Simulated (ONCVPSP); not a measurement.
# What one change does to a pseudopotential (oxygen, ONCV)

ONCVPSP 4.0.1 input, shortened (lines: element, Z, core and valence counts, functional; n l f; lmax; l rc ep ncon nbas qcut; lloc lpopt rc5 dvloc0; l nproj debl; icmod fcfact rcfact), PBE, non-relativistic:

```
  O 8.00    1    2        4      upf
    1    0    2.00
    2    0    2.00
    2    1    4.00
    1
    0    0.70    0.00    4    7    9.30
    1    2.15    0.00    4    7    5.40
    4    5    0.70    0.00
    0    2    3.90
    1    2    0.70
    2    0.15    0.85
```

All-electron outer shells of the reference configuration (PBE, non-relativistic, ld1.x):

```csv
shell,level (eV),outermost node (bohr),outermost maximum (bohr)
1s,-514.26,–,0.13
2s,-23.91,0.28,0.87
2p,-9.04,–,0.82
```

Change: s: qcut 11.2; p: qcut 6.5.

Cutoffs: the cutoffs (Ha) at which the residual kinetic energy of the hardest occupied pseudo-wave falls to 1 and 0.1 mHa per electron; they do not see the model core or the augmentation charge, which bear on the density cutoff. Errors are all-electron minus pseudo energies relative to the spin-unpolarised reference configuration.

Q: What does the change do?

A: The potential gets neither clearly harder nor softer (41 Ha and 80 Ha → 43 Ha and 55 Ha); the s channel sets the loose cutoff, while the largest relative change is in p, which becomes harder; of the 4 tests that both files solve, the error grows in 0 and shrinks in 4 by more than 15 % and 0.3 meV (median size 776.2 → 599.5 meV); neither file shows a bound ghost.

```csv
quantity,base,changed
"cutoff, loose",41 Ha,43 Ha
"cutoff, tight",80 Ha,55 Ha
loose cutoff by channel,"s 41 Ha, p 13 Ha","s 43 Ha, p 15 Ha"
bound ghosts,none,none
GHOST(+) flags under 300 eV,none,none
"error for 2s2 2p3, meV [ΔE 16.44 eV]",+200,+151
"error for 2s2 2p2, meV [ΔE 50.03 eV]",+1352,+1048
"error for 2s2 2p1, meV [ΔE 103.90 eV]",+4517,+3565
"error for 2s1 2p4, meV [ΔE 31.61 eV]",-193,-150
s: phases at 0.71 bohr within 0.05 rad from the reference energy up to (Ha; the scan ends near 5),to the end of the scan,to the end of the scan
p: phases at 2.18 bohr within 0.05 rad from the reference energy up to (Ha; the scan ends near 5),3.2,3.8
"rms error of d²Exc/dni dnj with the model core, mHa",0.53,0.73
```

Base: These tests converged, but a pseudo level misses the all-electron one widely, so the file describes the atom poorly there or has found another state: 2s2 2p1: 2p by 4.6 eV.
